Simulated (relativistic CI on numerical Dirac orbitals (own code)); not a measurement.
## What each ingredient does to the levels of Rh XLI

Base calculation: Dirac-Coulomb-Breit CI, orbitals from a KLI potential per configuration, a model potential for QED, unscaled Slater integrals.

Configuration list (outside the closed core 1s2): 2s²2p, 2s2p², 2p³, 2p²3s, 2p²3p, 2p²3d, 2s²3s, 2s²3p, 2s²3d, 2s2p3s, 2s2p3p, 2s2p3d, 2s²4s, 2s²4p, 2s²4d, 2s²4f, 2s2p4s, 2s2p4p, 2s2p4d, 2s2p4f, 2s²5s, 2s²5p, 2s²5d, 2s²5f, 2s²5g, 2s3s², 2s3s3p, 2s3s3d, 2s3p², 2s3p3d, 2s2p5s, 2s2p5p, 2p3s², 2s2p5d, 2s2p5f, 2s2p5g. Levels of other configurations are missing.

The lowest level and the first level of each name with at least 55 % of one term (blank where a level has no safe partner in the second run):

```tsv
Level	Base (eV)	Shift (eV)
2s²2p ²P°1/2	0.00	0.00
2s2p² ⁴P1/2	123.71	-3.50
2s²2p ²P°3/2	161.42	+3.11
2s2p² ⁴P3/2	248.72	-0.47
2s2p² ²D3/2	316.66	+0.68
2s2p² ²P1/2	320.50	-0.83
2s2p² ²S1/2	489.26	+1.48
2s2p² ²P3/2	490.67	+3.16
2p³ ²D°5/2	608.06	+1.68
2p³ ²P°1/2	639.85	-1.28
2s²3s ²S1/2	3449.98	+5.39
2s²3p ²P°1/2	3494.56	+4.39
2s2p3s ⁴P°1/2	3536.90	+2.14
2s²3p ²P°3/2	3537.71	+4.77
```

At this charge energies of transitions that change n are usually good to better than 1 %, and those within a shell (Δn = 0) to a few per cent.

(1) One thing was changed in a second run, which moved the levels as shown. Which?
A. one mean potential for all configurations
B. QED terms removed
C. valence Slater integrals scaled by 0.9
D. configuration mixing switched off
E. Breit term removed

## Answers

(1) E. Breit term removed. The Breit term mainly narrows fine-structure intervals, so removing it widens them.

LS names give the leading component of a level, which can be under half, so a name can repeat, a term be missing and a line seem to break the LS rules.
